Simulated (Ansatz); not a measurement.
`[OH][Al-]1([OH])[O]C(C(F)(F)F)=CC(C(F)(F)F)=[O+]1` + `[OH][Al]([F])[Cl]` → `[OH][Al]([OH])[Cl]` + `[OH][Al-]1([F])[O]C(C(F)(F)F)=CC(C(F)(F)F)=[O+]1`  (redistribution)

Computed with Ansatz on PBE0-D4/def2-TZVP structures; ΔE is electronic, products minus reactants. CBS: MP2 limit from def2 TZ/QZ plus the TZ coupled-cluster correction, frozen cores. This one scheme is used for every species. Each species was taken in one conformer, which may not be the lowest.

`[OH][Al-]1([OH])[O]C(C(F)(F)F)=CC(C(F)(F)F)=[O+]1`:

```xyz
19

O    -0.945    1.526   -2.523
Al   -0.152    1.739   -1.046
O     0.414    3.261   -0.581
O     1.148    0.440   -0.929
C     1.078   -0.645   -0.296
C     2.298   -1.556   -0.496
F     3.387   -0.948   -0.034
F     2.162   -2.714    0.145
F     2.470   -1.809   -1.787
C     0.047   -1.047    0.542
C    -1.023   -0.190    0.765
C    -2.134   -0.595    1.744
F    -2.152    0.252    2.771
F    -1.951   -1.824    2.220
F    -3.313   -0.551    1.138
O    -1.189    0.947    0.252
H    -1.104    2.232   -3.145
H     0.871    3.486    0.225
H     0.089   -2.003    1.035
```

`[OH][Al]([F])[Cl]`:

Z-matrix (Å, degrees):
```
Al
O 1 1.675
Cl 1 2.076 2 122.8
F 1 1.634 2 118.3 3 180.0
H 2 0.956 1 123.4 3 -0.0
```

`[OH][Al]([OH])[Cl]`:

```xyz
6

O    -1.276    0.245    0.999
Al    0.020   -0.079   -0.021
O     0.901    1.219   -0.623
Cl    0.524   -2.046   -0.525
H    -1.818   -0.445    1.376
H     1.649    1.105   -1.207
```

`[OH][Al-]1([F])[O]C(C(F)(F)F)=CC(C(F)(F)F)=[O+]1`:

Cartesian coordinates in Å:
```
O 0.253 -1.429 2.944
Al -0.564 -0.234 2.083
F -1.728 0.718 2.755
O 0.645 0.841 1.236
C 0.850 0.913 -0.005
C 1.958 1.903 -0.390
F 2.139 1.953 -1.707
F 1.639 3.120 0.036
F 3.102 1.539 0.177
C 0.182 0.202 -0.993
C -0.824 -0.687 -0.638
C -1.573 -1.470 -1.724
F -1.126 -1.174 -2.943
F -2.868 -1.182 -1.671
F -1.418 -2.774 -1.525
O -1.218 -0.940 0.531
H 0.109 -1.642 3.862
H 0.440 0.342 -2.029
```

```
        level  ΔE (kJ/mol)
 MP2/def2-SVP        -13.7
HF/def2-QZVPP        -16.5
```

Question: What does CCSD(T)/CBS give? (Estimate.)

Answer: Ansatz gave: -13.3 kJ/mol. The listed levels differ from it by -0.4, -3.2 kJ/mol.

Largest T1 diagnostic among the species: 0.015.

Leaving LDA and LC-ωPBE aside and taking each functional with its dispersion term where it has one, the values, not all of them listed here, spread over 2.1 kJ/mol, from r2SCAN0-D4 to revPBE-D4.
